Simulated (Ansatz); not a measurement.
`FC(F)O[C@@H](F)[C@H](F)C(F)F` + `CF` → `FC[C@@H](F)[C@@H](F)OC(F)F` + `FCF`  (formal exchange of groups at a C–C bond)

Gas-phase electronic energies from Ansatz, PBE0-D4/def2-TZVP geometries. CBS: MP2 limit from def2 TZ/QZ plus the TZ coupled-cluster correction, frozen cores. This one scheme is used for every species. Functionals use def2-TZVPP. B3LYP here is the variant with VWN-RPA as its local correlation; programs differ in this. Each species was taken in one conformer, which may not be the lowest.

Q: Is it downhill or uphill in electronic energy at CCSD(T)/CBS, and by how much? (An estimate is asked.)

A: The calculation gave: Downhill: ΔE = -4.6 kJ/mol.

Q: What do these levels give: revPBE-D4, r2SCAN-D4, B97M-V, PBE0-D4, r2SCANh-D4, r2SCAN0-D4, r2SCAN, B3LYP, r2SCANh, RPA@PBE/def2-TZVPP, CCSD(T)/def2-SVP, MP2/CBS(def2)? (Best estimate.)

A: The calculation gave: revPBE-D4 -5.3, r2SCAN-D4 -2.7, B97M-V -1.7, PBE0-D4 -5.0, r2SCANh-D4 -3.0, r2SCAN0-D4 -3.4, r2SCAN -3.2, B3LYP -7.1, r2SCANh -3.5, RPA@PBE/def2-TZVPP -3.8, CCSD(T)/def2-SVP -1.3, MP2/CBS(def2) -5.8 kJ/mol.

Largest T1 diagnostic among the species: 0.012.

At CCSD(T), def2-SVP lies +3.3 kJ/mol from the extrapolated value and def2-TZVPP +0.1 kJ/mol. Leaving LDA and LC-ωPBE aside and taking each functional with its dispersion term where it has one, the values, not all of them listed here, spread over 4.7 kJ/mol, from B2PLYP to B97M-V. LDA lies +3.2 kJ/mol from PBE without D4.
